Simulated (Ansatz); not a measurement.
CH6AlClOSi, singlet, geometry from GFN2-xTB (such geometries of metal compounds can be far from the true shape); CASSCF(4,3)/STO-3G (Ansatz, an electronic-structure program).

Ansatz was given this input:
Ansatz 0.2 input:
```yaml
crystal:
  periodic: [false, false, false]
  atoms:
    - {symbol: Al, position_ang: [-0.17347825, 0.04598141, 0.05314478]}
    - {symbol: Cl, position_ang: [-2.18945740, 0.29077214, 0.27592454]}
    - {symbol: O, position_ang: [0.38473746, -0.90473349, -1.18576184]}
    - {symbol: C, position_ang: [0.87959067, -1.69981286, -2.22559881]}
    - {symbol: H, position_ang: [1.29206403, -2.62592513, -1.81941425]}
    - {symbol: H, position_ang: [0.07883795, -1.94496245, -2.92665438]}
    - {symbol: H, position_ang: [1.66781575, -1.16343029, -2.75865830]}
    - {symbol: Si, position_ang: [1.57494158, 0.99653444, 1.41051878]}
    - {symbol: H, position_ang: [2.51907098, 1.83306094, 0.64512920]}
    - {symbol: H, position_ang: [2.42331721, -0.01583238, 2.06798280]}
    - {symbol: H, position_ang: [1.09026122, 1.86146762, 2.50244005]}
basis:
  gaussian:
    orbitals: STO-3G
hamiltonian:
  xc: hf
magnetization: {spin_polarized: false}
correlation: {active_space: {window: {electrons: 4, orbitals: 3}}}
```

**Question.** What does Ansatz print? Leave out banner, timings and long lists.

**Answer.** 
```
Functional definition: HF
509 factors; integrals over basis functions are off by at most 5.2e-5 eV
mean field evaluation 1: about -29767.9603 eV, gradient 2.8e1 eV
mean field evaluation 2: about -29768.0844 eV, gradient 2.8e1 eV
mean field evaluation 4: about -29771.0291 eV, gradient 1.6e0 eV
mean field evaluation 8: about -29771.0415 eV, gradient 4.0e-4 eV
mean field -29771.04151425 eV, -1094.0655961121 hartree, gradient 1.2e-6 eV, S^2 0.000000; 0 other end points of the search recorded, 0 dependent functions left out
reference -29771.04151425 eV, -1094.0655961121 hartree; 32, 32 occupied and 11, 11 virtual orbitals, 509 factors
state -29771.48642246 eV, -1094.0819461870 hartree
2 active orbitals were swapped for others, from the solution at -29771.34577100 eV, -1094.0767773412 hartree to that at -29771.48642246 eV, -1094.0819461870 hartree; typed "places" are swapped only where nearly empty or full, and so, without "given_window_search", are "orbital_numbers", "shells" and a window whose orbitals a file names under [Active]
Total energy: -29771.48642246 eV, -1094.0819461870 hartree
```
